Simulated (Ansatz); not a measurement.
Ansatz (a program for electronic structure) job for H₄SZr, SMILES [SH][ZrH3], multiplicity 1, PBE-D3(BJ)/def2-TZVP. 

Ansatz 0.2 input:
```yaml
crystal:
  periodic: [false, false, false]
  atoms:
    - {symbol: Zr, position_ang: [-0.00034552, -0.64965538, -0.00000000]}
    - {symbol: H, position_ang: [1.78429151, -1.13151978, 0.00000001]}
    - {symbol: H, position_ang: [-0.87438661, -1.24896621, -1.51013888]}
    - {symbol: H, position_ang: [-0.87438661, -1.24896620, 1.51013888]}
    - {symbol: S, position_ang: [-0.08081996, 1.74840137, -0.00000000]}
    - {symbol: H, position_ang: [1.27142199, 1.64124533, 0.00000000]}
basis:
  gaussian:
    orbitals: def2-TZVP
hamiltonian:
  xc: pbe
  dispersion: d3bj
relax: {f_tol: 0.002, max_steps: 200}
```

Program output:

```
WARN ansatz: RAYON_NUM_THREADS=1 ignored (pool sized by the plan → 1); use --threads N
Functional definition: PBE
integrals: 0.03 GiB planned
758 factors; their error is unknown
mean field: 0.24 GiB planned
mean field evaluation 1: about -12174.4460 eV, gradient 2.2e1 eV
mean field evaluation 2: about -12175.2206 eV, gradient 1.9e1 eV
mean field evaluation 4: about -12176.1657 eV, gradient 4.1e0 eV
mean field evaluation 8: about -12176.2245 eV, gradient 6.1e-2 eV
mean field evaluation 16: about -12176.2173 eV, gradient 4.9e-5 eV
mean field -12176.21727143 eV, -447.4677313885 hartree, gradient 4.9e-5 eV, S^2 0.000000; 0 other end points of the search recorded, 0 dependent functions left out
the calculation of the forces begins
reference -12176.21733381 eV, -447.4677336809 hartree; 16, 16 occupied and 85, 85 virtual orbitals, 758 factors
relax step   1: F+E_penalty+E_count = -12176.32455077 eV  Δ(F+E_penalty+E_count) = +0.000e0 eV  max|allowed force component| = 2.905e-1 eV/Å  Δτ_max = 0.0000 Å  (28 SCF iters, accepted)
these checks for a lower state are left out or cut short: starts, cluster_reference, orbital_swaps, neighbouring_geometries, increment
integrals: 0.03 GiB planned
758 factors; their error is unknown
mean field: 0.24 GiB planned
mean field -12176.21748897 eV, -447.4677393830 hartree, gradient 2.4e-5 eV, S^2 0.000000; 0 other end points of the search recorded, 0 dependent functions left out
the calculation of the forces begins
reference -12176.21755155 eV, -447.4677416829 hartree; 16, 16 occupied and 85, 85 virtual orbitals, 758 factors
relax step   2: F+E_penalty+E_count = -12176.32454650 eV  Δ(F+E_penalty+E_count) = +4.266e-6 eV  max|allowed force component| = 1.302e-1 eV/Å  Δτ_max = 0.0399 Å  (31 SCF iters, rejected (line search))
these checks for a lower state are left out or cut short: starts, cluster_reference, orbital_swaps, neighbouring_geometries, increment
integrals: 0.03 GiB planned
758 factors; their error is unknown
mean field: 0.24 GiB planned
mean field evaluation 32: about -12176.2214 eV, gradient 2.1e-5 eV
mean field -12176.22140602 eV, -447.4678833321 hartree, gradient 2.1e-5 eV, S^2 0.000000; 0 other end points of the search recorded, 0 dependent functions left out
the calculation of the forces begins
reference -12176.22146851 eV, -447.4678856283 hartree; 16, 16 occupied and 85, 85 virtual orbitals, 758 factors
relax step   3: F+E_penalty+E_count = -12176.32860552 eV  Δ(F+E_penalty+E_count) = -4.055e-3 eV  max|allowed force component| = 4.332e-2 eV/Å  Δτ_max = 0.0182 Å  (31 SCF iters, accepted)
these checks for a lower state are left out or cut short: starts, cluster_reference, orbital_swaps, neighbouring_geometries, increment
integrals: 0.03 GiB planned
758 factors; their error is unknown
mean field: 0.24 GiB planned
mean field -12176.22144192 eV, -447.4678846511 hartree, gradient 6.8e-6 eV, S^2 0.000000; 0 other end points of the search recorded, 0 dependent functions left out
the calculation of the forces begins
reference -12176.22150440 eV, -447.4678869474 hartree; 16, 16 occupied and 85, 85 virtual orbitals, 758 factors
relax step   4: F+E_penalty+E_count = -12176.32867720 eV  Δ(F+E_penalty+E_count) = -7.168e-5 eV  max|allowed force component| = 6.455e-3 eV/Å  Δτ_max = 0.0056 Å  (26 SCF iters, accepted)
these checks for a lower state are left out or cut short: starts, cluster_reference, orbital_swaps, neighbouring_geometries, increment
integrals: 0.03 GiB planned
758 factors; their error is unknown
mean field: 0.24 GiB planned
mean field -12176.22142317 eV, -447.4678839622 hartree, gradient 7.9e-6 eV, S^2 0.000000; 0 other end points of the search recorded, 0 dependent functions left out
the calculation of the forces begins
reference -12176.22148566 eV, -447.4678862585 hartree; 16, 16 occupied and 85, 85 virtual orbitals, 758 factors
relax step   5: F+E_penalty+E_count = -12176.32869896 eV  Δ(F+E_penalty+E_count) = -2.176e-5 eV  max|allowed force component| = 5.799e-3 eV/Å  Δτ_max = 0.0058 Å  (25 SCF iters, accepted)
these checks for a lower state are left out or cut short: starts, cluster_reference, orbital_swaps, neighbouring_geometries, increment
integrals: 0.03 GiB planned
758 factors; their error is unknown
mean field: 0.24 GiB planned
mean field -12176.22139816 eV, -447.4678830431 hartree, gradient 7.6e-6 eV, S^2 0.000000; 0 other end points of the search recorded, 0 dependent functions left out
the calculation of the forces begins
reference -12176.22146065 eV, -447.4678853395 hartree; 16, 16 occupied and 85, 85 virtual orbitals, 758 factors
relax step   6: F+E_penalty+E_count = -12176.32870675 eV  Δ(F+E_penalty+E_count) = -7.786e-6 eV  max|allowed force component| = 2.824e-3 eV/Å  Δτ_max = 0.0046 Å  (25 SCF iters, accepted)
these checks for a lower state are left out or cut short: starts, cluster_reference, orbital_swaps, neighbouring_geometries, increment
integrals: 0.03 GiB planned
758 factors; their error is unknown
mean field: 0.24 GiB planned
mean field -12176.22139568 eV, -447.4678829520 hartree, gradient 4.4e-5 eV, S^2 0.000000; 0 other end points of the search recorded, 0 dependent functions left out
the calculation of the forces begins
reference -12176.22145817 eV, -447.4678852484 hartree; 16, 16 occupied and 85, 85 virtual orbitals, 758 factors
relax step   7: F+E_penalty+E_count = -12176.32870689 eV  Δ(F+E_penalty+E_count) = -1.414e-7 eV  max|allowed force component| = 4.204e-4 eV/Å  Δτ_max = 0.0007 Å  (21 SCF iters, accepted)
integrals: 0.03 GiB planned
758 factors; their error is unknown
mean field: 0.24 GiB planned
mean field evaluation 64: about -12176.0522 eV, gradient 7.5e0 eV
mean field -12176.22139568 eV, -447.4678829520 hartree, gradient 4.4e-5 eV, S^2 0.000000; 1 other end points of the search recorded, 0 dependent functions left out
the calculation of the forces begins
reference -12176.22145817 eV, -447.4678852484 hartree; 16, 16 occupied and 85, 85 virtual orbitals, 758 factors
Total energy: -12176.32876938 eV, -447.4718288626 hartree
Atom 0 at     0.003093    -0.654402     0.000000 Å, force     0.000139    -0.000400     0.000000 eV/Å
Atom 1 at     1.803604    -1.117830     0.000000 Å, force    -0.000072     0.000420    -0.000000 eV/Å
Atom 2 at    -0.880520    -1.238946    -1.522118 Å, force    -0.000213     0.000016     0.000200 eV/Å
Atom 3 at    -0.880520    -1.238946     1.522118 Å, force    -0.000213     0.000016    -0.000200 eV/Å
Atom 4 at    -0.091200     1.746761    -0.000000 Å, force     0.000111    -0.000330    -0.000000 eV/Å
Atom 5 at     1.271320     1.613903    -0.000000 Å, force     0.000249     0.000278     0.000000 eV/Å
Dipole moment:     0.164435    -0.033544     0.000000 e Å
```

The run converged.

Cost: very roughly 9 core-seconds.
